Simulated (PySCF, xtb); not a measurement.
In(H)(Cl)(OMe) (CH₄ClInO), SMILES [Cl][InH][O]C.

xtb 6.7.1 with GFN2-xTB at its own geometry gives an orbital gap of 3.14 eV and a dipole moment of 2.83 D.

The structure is a stationary point at PBE0-D3(BJ)/def2-SVP. The structure was generated by enumeration; whether it is a known compound was not checked. The def2 effective core potentials stand for the cores of In; spin–orbit coupling is left out. The values are those of a single conformer.

Task: What does r2SCAN/def2-TZVP (PySCF) give? (An estimate is asked for; the answer gives what the named calculation found.)

Result: gap 4.41 eV (levels -6.58 and -2.17 eV), dipole 3.20 D.
